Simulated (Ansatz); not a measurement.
The same path of CH₆AsO (9 atoms, charge 1, multiplicity 1) was run twice with different band settings. The coordinate that changes most is the dihedral H4–C1–O2–As3.

All numbers below come from Ansatz, RKS PBE-D4/def2-SVP.

Relaxed end points:

```xyz
9
Properties=species:S:1:pos:R:3
C -0.440 0.893 -0.784
O 0.544 0.022 -0.113
As 0.012 -0.922 1.592
H 0.015 1.208 -1.741
H -1.328 0.265 -0.979
H -0.692 1.761 -0.145
H 1.408 0.485 -0.020
H -0.796 -1.918 0.737
H 1.277 -1.794 1.453
```

```xyz
9
Properties=species:S:1:pos:R:3
C -0.539 0.382 -1.051
O 0.514 -0.227 -0.216
As 0.542 0.155 1.769
H -0.472 1.486 -1.020
H -0.394 -0.006 -2.076
H -1.501 0.022 -0.645
H 1.399 -0.078 -0.620
H -0.824 -0.548 1.880
H 1.274 -1.186 1.979
```

Common settings: movable images 7; spring 5.0 eV/Å²; start path IDPP; force threshold 0.05 eV/Å; iteration limit 60; end points relaxed.

| run | climbing image | optimiser |
| --- | --- | --- |
| 1 | yes | quadratic models (default) |
| 2 | from the first iteration | fire |

Task: What does each run give, and how far can it be trusted?

Result: Run 1: converged after 6 iterations, highest image 0.056 eV above the first end. A vibrational analysis at the climbing image gives one clearly imaginary mode, 164i cm⁻¹: a first-order saddle point.
Run 2: converged after 19 iterations, highest image 0.056 eV above the first end. Another band between the same ends (7 images) ends at a top of the same energy, where a vibrational analysis finds 1 clearly imaginary mode.
